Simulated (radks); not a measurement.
Valence configurations of neutral tellurium (all share [Kr]). All-electron calculation, Dirac Kohn-Sham, LDA (Slater exchange, Perdew-Wang correlation), spin-unpolarised, spherical densities, finite nucleus; open shells are shared between the two j in proportion to 2j + 1; Fermi nuclear charge, rms radius 4.7423 fm. Program: a radial shooting solver on a logarithmic mesh with Libxc functionals. Energies are relative to 4d10 5s2 5p4; eigenvalues in eV.

| valence | E (eV) | e(4d3/2) | e(4d5/2) | e(5p1/2) | e(5p3/2) | e(5s1/2) |
|---|---|---|---|---|---|---|
| 4d10 5s2 5p4 | 0.000 | -42.540 | -41.063 | -6.678 | -5.857 | -15.340 |
| 4d10 5s1.5 5p4.5 | 4.632 | -43.212 | -41.733 | -6.968 | -6.125 | -15.724 |
| 4d10 5s1 5p5 | 9.317 | -43.868 | -42.388 | -7.249 | -6.384 | -16.096 |
| 4d9.5 5s2 5p4.5 | 18.405 | -45.664 | -44.155 | -7.255 | -6.362 | -16.261 |
| 4d10 5p6 | 18.842 | -45.140 | -43.655 | -7.786 | -6.880 | - |
| 4d9.5 5s1 5p5.5 | 28.108 | -46.949 | -45.436 | -7.807 | -6.872 | -16.986 |
| 4d9 5s2 5p5 | 38.100 | -48.789 | -47.248 | -7.825 | -6.861 | -17.162 |
| 4d9 5s1 5p6 | 48.176 | -50.036 | -48.490 | -8.361 | -7.356 | -17.861 |
| 4d8 5s2 5p6 | 81.373 | -55.047 | -53.439 | -8.951 | -7.845 | -18.917 |

NIST lists [Kr] 4d10 5s2 5p4 as the ground configuration; this level of theory agrees among the configurations tried. The energies are those of spherical spin-averaged densities, not of single terms.
